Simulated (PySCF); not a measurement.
As(OH)₂ → AsH₂ + O₂

Level: PBE0 in the def2-TZVP basis family, all electrons, no relativity, computed in PySCF with density fitting; open shells unrestricted.

```csv
species,state and structure,ZPE (kJ/mol),H(298 K) − H(0) (kJ/mol),S° (J/(mol K))
As(OH)₂,"doublet, C2, As–O 1.785 Å (×2), O–H 0.964 Å (×2); As–O–H 111.4° (×2), O–As–O 99.7°",69.0,15.2,303.4
AsH₂,"doublet, C2v, As–H 1.526 Å (×2); H–As–H 90.7°",32.4,10.0,225.3
O₂,"triplet, D∞h, O–O 1.193 Å",10.3,8.7,204.9
```

Is the gas-phase reaction uphill or downhill in electronic energy at this level, and by how much?

At PBE0/def2-TZVP, ΔE = 442.9 kJ/mol, uphill. 

Add zero-point, thermal and entropy terms for 298.15 K and 1 bar.

ΔZPE = -26.3 and Δ[H(298) − H(0)] = 3.5 kJ/mol give ΔH° = 420.1 kJ/mol. ΔS° = 126.8 J/(mol K), so ΔG° = 420.1 − 298.15 × (0.1268) = 382 kJ/mol.

The structures come from searches over a few start shapes, so lower isomers are not excluded.
